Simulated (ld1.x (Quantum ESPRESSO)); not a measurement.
**Be (Z = 4): from the effect back to the setting (PAW)**

Base potential:

beryllium (Be), PAW, made with ld1.x (Quantum ESPRESSO) 7.5 (PBE, scalar-relativistic). Core none, reference 1s2 2s2 2p0. Waves: 1s (bound): rcut 0.65, rcutus 0.70 bohr; 2s (bound): rcut 0.65, rcutus 0.70 bohr; 2p (bound, empty): rcut 3.20, rcutus 3.80 bohr; 2p channel at 1.25 Ry: rcut 3.20, rcutus 3.80 bohr. Local part: all-electron potential smoothed inside 1.95 bohr (lloc = -1). Core correction: none. Augmentation charge: BESSEL, radius 0.65 bohr.

Cutoffs, loose and tight: the cutoffs (Ry, on a coarse ladder) from which the occupation-weighted sum of valence levels, in a spherical-Bessel basis at the reference potential, stays within 10 and 1 mRy of its value at 400 Ry. They do not see the model core or the augmentation charge, which bear on the density cutoff. Test errors are all-electron minus pseudo excitation energies from the reference, over the configurations 1s2 2s1 2p0; 1s2 2s0 2p0; 1s2 2s1.5 2p0; 1s1 2s2 2p0; 1s2 2s1 2p1; 1s2 2s0 2p1; 1s2 2s0 2p2; variants that change the core or the reference have their own tests.

Only the s radius is moved (2 further runs of the sweep failed or gave no value and are left out):

```csv
s radius (bohr),"cutoff, loose","cutoff, tight",bound ghosts,largest test error (meV)
0.44,230 Ry,300 Ry,none,-95
0.56,160 Ry,260 Ry,none,-113
0.66,140 Ry,200 Ry,none,-113
0.84,120 Ry,160 Ry,none,"-0.3 over the solved tests; test run stopped at test 4 of 7 (negative rho), 1 before it not solved"
```

One more run gave cutoff, loose: 140 Ry; cutoff, tight: 180 Ry; bound ghosts: none; largest test error (meV): -111. Which value of the s radius was used?

0.76 bohr. The tight cutoff moves one way along this sweep, from 300 Ry at 0.44 to 160 Ry at 0.84 bohr, which places the run between 0.66 and 0.84 bohr.
